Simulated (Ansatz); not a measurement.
`[OH][W]([OH])([OH])([F])=[S]` and `[OH][W]([OH])([OH])([OH])=[S]` differ in one atom or group.

Ansatz, PBE0-D4/def2-TZVP geometries, multiplicity 1. Each molecule was computed in one conformer, which needn't be the lowest.

Elements past krypton have def2 core potentials.

| property | `[OH][W]([OH])([OH])([F])=[S]` |
| --- | --- |
| LUMO energy (ωB97M-V/def2-TZVPP) / eV | -0.55 |
| HOMO energy (ωB97M-V/def2-TZVPP) / eV | -10.05 |
| HOMO energy (PBE/def2-TZVPP) / eV | -6.64 |
| LUMO energy (PBE/def2-TZVPP) / eV | -3.51 |
| LUMO energy (PBE0/def2-TZVPP) / eV | -2.74 |
| HOMO–LUMO gap (ωB97M-V/def2-TZVPP) / eV | 9.50 |

(1) Give the same properties after the change, and the shifts. (An estimate is asked.)

## Answers

(1) The calculation gave: 
```tsv
property	`[OH][W]([OH])([OH])([OH])=[S]`	shift
LUMO energy (ωB97M-V/def2-TZVPP) / eV	-0.39	0.16
HOMO energy (ωB97M-V/def2-TZVPP) / eV	-9.83	0.22
HOMO energy (PBE/def2-TZVPP) / eV	-6.42	0.22
LUMO energy (PBE/def2-TZVPP) / eV	-3.37	0.14
LUMO energy (PBE0/def2-TZVPP) / eV	-2.57	0.17
HOMO–LUMO gap (ωB97M-V/def2-TZVPP) / eV	9.43	-0.07
```

With PBE0 the HOMO rises by 0.24 eV and the LUMO rises by 0.17 eV, so the gap narrows by about 0.07 eV. PBE moves the HOMO by 0.22 eV and ωB97M-V by 0.22 eV. The zero-point energy changes by 30.1 kJ/mol with +3 modes.
